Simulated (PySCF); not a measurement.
Species: CH₉ClSi₃.
Numbering: `[SiH3:1][SiH2:2][SiH2:3][CH2:4][Cl:5]` (hydrogens: H6, H7, H8 on Si1; H9, H10 on Si2; H11, H12 on Si3; H13, H14 on C4)

The same species was optimised twice, with GFN2-xTB and with PBE0-D3(BJ)/def2-SVP (PySCF), and the same property calculations (PySCF, gas phase) were run on both structures.

```json
{"coordinate": "Si1–H7 (Å)", "GFN2-xTB": "1.463", "PBE0-D3(BJ)/def2-SVP": "1.495", "change": "+0.032"}
{"coordinate": "Si1–H8 (Å)", "GFN2-xTB": "1.465", "PBE0-D3(BJ)/def2-SVP": "1.495", "change": "+0.030"}
{"coordinate": "Si1–H6 (Å)", "GFN2-xTB": "1.468", "PBE0-D3(BJ)/def2-SVP": "1.497", "change": "+0.029"}
{"coordinate": "Si3–H12 (Å)", "GFN2-xTB": "1.472", "PBE0-D3(BJ)/def2-SVP": "1.499", "change": "+0.027"}
{"coordinate": "Si3–H11 (Å)", "GFN2-xTB": "1.468", "PBE0-D3(BJ)/def2-SVP": "1.494", "change": "+0.026"}
{"coordinate": "Si2–Si3 (Å)", "GFN2-xTB": "2.320", "PBE0-D3(BJ)/def2-SVP": "2.345", "change": "+0.025"}
{"coordinate": "Si1–Si2 (Å)", "GFN2-xTB": "2.321", "PBE0-D3(BJ)/def2-SVP": "2.345", "change": "+0.024"}
{"coordinate": "Si2–H9 (Å)", "GFN2-xTB": "1.472", "PBE0-D3(BJ)/def2-SVP": "1.495", "change": "+0.023"}
{"coordinate": "Si2–H10 (Å)", "GFN2-xTB": "1.475", "PBE0-D3(BJ)/def2-SVP": "1.498", "change": "+0.023"}
{"coordinate": "Si3–C4 (Å)", "GFN2-xTB": "1.918", "PBE0-D3(BJ)/def2-SVP": "1.900", "change": "-0.018"}
{"coordinate": "C4–H14 (Å)", "GFN2-xTB": "1.087", "PBE0-D3(BJ)/def2-SVP": "1.100", "change": "+0.013"}
{"coordinate": "C4–H13 (Å)", "GFN2-xTB": "1.088", "PBE0-D3(BJ)/def2-SVP": "1.100", "change": "+0.012"}
{"coordinate": "C4–Cl5 (Å)", "GFN2-xTB": "1.787", "PBE0-D3(BJ)/def2-SVP": "1.792", "change": "+0.005"}
{"coordinate": "Si1–Si2–Si3 (°)", "GFN2-xTB": "116.0", "PBE0-D3(BJ)/def2-SVP": "107.5", "change": "-8.5"}
{"coordinate": "Si2–Si3–H12 (°)", "GFN2-xTB": "116.0", "PBE0-D3(BJ)/def2-SVP": "110.6", "change": "-5.4"}
{"coordinate": "H9–Si2–H10 (°)", "GFN2-xTB": "103.0", "PBE0-D3(BJ)/def2-SVP": "108.3", "change": "+5.3"}
{"coordinate": "Si2–Si3–H11 (°)", "GFN2-xTB": "117.0", "PBE0-D3(BJ)/def2-SVP": "112.3", "change": "-4.7"}
{"coordinate": "C4–Si3–H12 (°)", "GFN2-xTB": "103.8", "PBE0-D3(BJ)/def2-SVP": "108.3", "change": "+4.5"}
{"coordinate": "C4–Si3–H11 (°)", "GFN2-xTB": "105.1", "PBE0-D3(BJ)/def2-SVP": "109.1", "change": "+4.0"}
{"coordinate": "Si2–Si1–H7 (°)", "GFN2-xTB": "112.4", "PBE0-D3(BJ)/def2-SVP": "109.0", "change": "-3.4"}
{"coordinate": "H11–Si3–H12 (°)", "GFN2-xTB": "105.7", "PBE0-D3(BJ)/def2-SVP": "108.9", "change": "+3.2"}
{"coordinate": "Si1–Si2–Si3–C4 (°)", "GFN2-xTB": "32", "PBE0-D3(BJ)/def2-SVP": "43", "change": "+11"}
{"coordinate": "Si2–Si3–C4–Cl5 (°)", "GFN2-xTB": "54", "PBE0-D3(BJ)/def2-SVP": "52", "change": "-2"}
```

Rotational constants: A = 2136, B = 1165, C = 880.4 MHz (GFN2-xTB) against A = 2152, B = 1150, C = 916.5 MHz (PBE0-D3(BJ)/def2-SVP). Point groups within 0.08 Å: C1 and C1.

On the GFN2-xTB structure: isotropic polarisability (au) 114.4 [B3LYP/def2-SVPD]; HOMO (eV) -7.88 [B3LYP/def2-SVPD]; LUMO (eV) -0.91 [B3LYP/def2-SVPD]; dipole (D) 1.44 [B3LYP/def2-SVPD]; HOMO (eV) -8.13 [PBE0/pcSseg-1]; LUMO (eV) -0.72 [PBE0/pcSseg-1]; dipole (D) 1.56 [PBE0/pcSseg-1]; GIAO shielding of Si1 (ppm) 465.3 [PBE0/pcSseg-1]; GIAO shielding of Si2 (ppm) 480.8 [PBE0/pcSseg-1]; GIAO shielding of Si3 (ppm) 414.8 [PBE0/pcSseg-1]; GIAO shielding of C4 (ppm) 155.8 [PBE0/pcSseg-1]; GIAO shielding of Cl5 (ppm) 905.8 [PBE0/pcSseg-1].

**Question.** What do these properties become on the PBE0-D3(BJ)/def2-SVP structure?

**Answer.** 
```json
{"property": "isotropic polarisability (au)", "level": "B3LYP/def2-SVPD", "on GFN2-xTB": "114.4", "on PBE0-D3(BJ)/def2-SVP": "116.7", "change": "+2.3"}
{"property": "HOMO (eV)", "level": "B3LYP/def2-SVPD", "on GFN2-xTB": "-7.88", "on PBE0-D3(BJ)/def2-SVP": "-7.79", "change": "+0.09"}
{"property": "LUMO (eV)", "level": "B3LYP/def2-SVPD", "on GFN2-xTB": "-0.91", "on PBE0-D3(BJ)/def2-SVP": "-0.66", "change": "+0.25"}
{"property": "dipole (D)", "level": "B3LYP/def2-SVPD", "on GFN2-xTB": "1.44", "on PBE0-D3(BJ)/def2-SVP": "1.43", "change": "-0.01"}
{"property": "energy, GFN2-xTB geometry as zero (kcal/mol)", "level": "B3LYP/def2-SVPD", "on GFN2-xTB": "0.0", "on PBE0-D3(BJ)/def2-SVP": "-3.0", "change": "-3.0"}
{"property": "HOMO (eV)", "level": "PBE0/pcSseg-1", "on GFN2-xTB": "-8.13", "on PBE0-D3(BJ)/def2-SVP": "-8.08", "change": "+0.05"}
{"property": "LUMO (eV)", "level": "PBE0/pcSseg-1", "on GFN2-xTB": "-0.72", "on PBE0-D3(BJ)/def2-SVP": "-0.43", "change": "+0.29"}
{"property": "dipole (D)", "level": "PBE0/pcSseg-1", "on GFN2-xTB": "1.56", "on PBE0-D3(BJ)/def2-SVP": "1.55", "change": "-0.01"}
{"property": "energy, GFN2-xTB geometry as zero (kcal/mol)", "level": "PBE0/pcSseg-1", "on GFN2-xTB": "0.0", "on PBE0-D3(BJ)/def2-SVP": "-2.9", "change": "-2.9"}
{"property": "GIAO shielding of Si1 (ppm)", "level": "PBE0/pcSseg-1", "on GFN2-xTB": "465.3", "on PBE0-D3(BJ)/def2-SVP": "459.3", "change": "-6.0"}
{"property": "GIAO shielding of Si2 (ppm)", "level": "PBE0/pcSseg-1", "on GFN2-xTB": "480.8", "on PBE0-D3(BJ)/def2-SVP": "469.9", "change": "-10.9"}
{"property": "GIAO shielding of Si3 (ppm)", "level": "PBE0/pcSseg-1", "on GFN2-xTB": "414.8", "on PBE0-D3(BJ)/def2-SVP": "411.5", "change": "-3.3"}
{"property": "GIAO shielding of C4 (ppm)", "level": "PBE0/pcSseg-1", "on GFN2-xTB": "155.8", "on PBE0-D3(BJ)/def2-SVP": "155.1", "change": "-0.7"}
{"property": "GIAO shielding of Cl5 (ppm)", "level": "PBE0/pcSseg-1", "on GFN2-xTB": "905.8", "on PBE0-D3(BJ)/def2-SVP": "901.5", "change": "-4.3"}
```

The heavy atoms differ by 0.118 Å rms after alignment. Among all bonds Si1–H7 changes most (+0.032 Å). Changes are differences of the printed values. Neither structure is proved a minimum here.

The values belong to the conformer `[SiH3:1][SiH2:2][SiH2:3][CH2:4][Cl:5]`: Si1–Si2–Si3–C4 43°, Si2–Si3–C4–Cl5 52°.
